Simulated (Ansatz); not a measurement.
Basis-set extrapolation for C$_{3}$H$_{5}$BClF (`C=C(C)B(F)Cl`) (PBE0-D4/def2-TZVP geometry, frozen core, Ansatz). Multiplicity 1, RHF reference.

```json
{"": "HF", "def2-TZVPP": "-700.347147", "def2-QZVPP": "-700.370327"}
{"": "MP2 correlation", "def2-TZVPP": "-1.024037", "def2-QZVPP": "-1.105090"}
{"": "CCSD(T) correlation", "def2-TZVPP": "-1.113465", "def2-QZVPP": "not run"}
```

Energies in hartree. Use E(X) = E(∞) + A·exp(−7.88·√X) for Hartree–Fock and E(X) = E(∞) + B·X^(−2.97) for correlation, with X = 3 and 4, and add CCSD(T) minus MP2 of the smaller set to the MP2 limit.

Question: What is the CCSD(T) energy at the basis-set limit?

Answer: HF limit: -700.370327 + (-0.023180) × 0.13774 = -700.37352. MP2 limit: -1.105090 + (-0.081053) × 0.74074 = -1.16513. Higher-order term: -1.113465 − (-1.024037) = -0.08943. Total: -701.62808 hartree, 439.7 kJ/mol below CCSD(T)/def2-TZVPP.
